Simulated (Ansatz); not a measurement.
Bond stretch in K(OtBu), SMILES CC(C)(C)[O][K] (C₄H₉KO), singlet. The C4–H15 bond (C4 also carries C, H, H; H15 carries nothing else) is varied alone, starting from the PBE0/def2-SVP optimised geometry.

- UKS-PBE = unrestricted PBE/def2-SVP (Ansatz, an electronic-structure program)
- UKS-PBE0 = unrestricted PBE0/def2-SVP (Ansatz)
- RKS-PBE0 = restricted PBE0/def2-SVP run with Ansatz

Energies are in eV, each relative to the lowest point of its own curve near equilibrium.

| R / Å | UKS-PBE | UKS-PBE0 | RKS-PBE0 |
|---|---|---|---|
| 0.91 | 0.950 | 0.908 | 0.908 |
| 0.97 | 0.409 | 0.378 | 0.378 |
| 1.04 | [?] | 0.072 | 0.072 |
| 1.06 | [?] | 0.032 | 0.032 |
| 1.10 | 0.000 | 0.000 | 0.000 |
| 1.14 | [?] | 0.022 | 0.022 |
| 1.18 | [?] | 0.086 | 0.086 |
| 1.24 | [?] | 0.243 | 0.243 |
| 1.34 | 0.537 | 0.610 | 0.610 |
| 1.47 | 1.068 | 1.185 | 1.185 |
| 1.60 | 1.627 | 1.790 | 1.790 |
| 1.83 | 2.557 | 2.805 | 2.805 |
| 2.03 | 3.250 | 3.572 | 3.572 |
| 2.34 | 4.082 | 4.305 | 4.532 |
| 2.68 | 4.526 | 4.636 | [?] |
| 3.18 | 4.757 | 4.799 | 6.065 |

Complete the blanks.


- 1.04, UKS-PBE: 0.088
- 1.06, UKS-PBE: 0.042
- 1.14, UKS-PBE: 0.011
- 1.18, UKS-PBE: 0.064
- 1.24, UKS-PBE: 0.203
- 2.68, RKS-PBE0: 5.308

The unrestricted determinant behind UKS-PBE is spin-contaminated at 2.34 to 3.18 Å (<S²> up to 0.9, against 0.00 for a pure singlet). The unrestricted determinant behind UKS-PBE0 is spin-contaminated at 2.34 to 3.18 Å (<S²> up to 1.0, against 0.00 for a pure singlet). The restricted form behind RKS-PBE0 keeps the bonding electrons paired and can't separate into open-shell fragments.
